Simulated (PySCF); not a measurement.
## Mayer bond orders and bond lengths

Trimethylborane, C₃H₉B.
Atom-mapped SMILES: `[CH3:1][B:2]([CH3:3])[CH3:4]` (hydrogens: H5, H6, H7 on C1; H8, H9, H10 on C3; H11, H12, H13 on C4)

Cartesian coordinates in Å at the PBE0-D3(BJ)/def2-SVP level; atoms count from 1:
```xyz
13
C3H9B angstrom
C     -0.2951    1.5534    0.0995
B     -0.0066    0.0063    0.0797
C      1.4708   -0.5221    0.2197
C     -1.1871   -1.0222   -0.0751
H      0.3895    2.1042   -0.5673
H     -0.0556    1.9176    1.1174
H     -1.3324    1.8446   -0.1220
H      2.2567    0.2432    0.1386
H      1.6792   -1.3315   -0.5007
H      1.5630   -0.9972    1.2149
H     -1.4255   -1.0391   -1.1575
H     -0.9505   -2.0567    0.2156
H     -2.1153   -0.6995    0.4231
```

Bond orders from the PBE0/pcSseg-1 density (PySCF). Geometry: PBE0-D3(BJ)/def2-SVP; no solvent, vibrations or thermal averaging.

(1) How far do the computed orders between heavy atoms stray from the drawn ones?

(2) Set the Mayer orders of the bonds beside their lengths.

(3) Sum the orders of all bonds at each heavy atom with more than one neighbour and set the sums beside the valence in the SMILES.

## Answers

(1) The largest departure is 0.053, at B2–C4 (drawn single, 1.053) and C1–B2 (drawn single, 1.052).

(2) 
```json
{"bond": "C1–B2", "drawn as": "single", "length (Å)": "1.574", "Mayer order": "1.052"}
{"bond": "B2–C3", "drawn as": "single", "length (Å)": "1.575", "Mayer order": "1.047"}
{"bond": "B2–C4", "drawn as": "single", "length (Å)": "1.573", "Mayer order": "1.053"}
{"bond": "C1–H5", "drawn as": "single", "length (Å)": "1.103", "Mayer order": "0.950"}
{"bond": "C1–H6", "drawn as": "single", "length (Å)": "1.107", "Mayer order": "0.935"}
{"bond": "C1–H7", "drawn as": "single", "length (Å)": "1.100", "Mayer order": "0.963"}
{"bond": "C3–H8", "drawn as": "single", "length (Å)": "1.100", "Mayer order": "0.964"}
{"bond": "C3–H9", "drawn as": "single", "length (Å)": "1.103", "Mayer order": "0.952"}
{"bond": "C3–H10", "drawn as": "single", "length (Å)": "1.107", "Mayer order": "0.935"}
{"bond": "C4–H11", "drawn as": "single", "length (Å)": "1.109", "Mayer order": "0.928"}
{"bond": "C4–H12", "drawn as": "single", "length (Å)": "1.100", "Mayer order": "0.963"}
{"bond": "C4–H13", "drawn as": "single", "length (Å)": "1.102", "Mayer order": "0.956"}
```

(3) C1 3.900 (drawn 4), B2 3.152 (drawn 3), C3 3.898 (drawn 4), C4 3.900 (drawn 4). Orders between atoms that aren't bonded are not in these sums.

The Mayer order sums products of elements of PS (density times overlap matrix) between the two atoms' basis functions, so it depends on the basis set.

These values come from a run that also computed NMR shieldings. Time: 9.1 s. Hardware: one thread, x86-64 server (shared host).
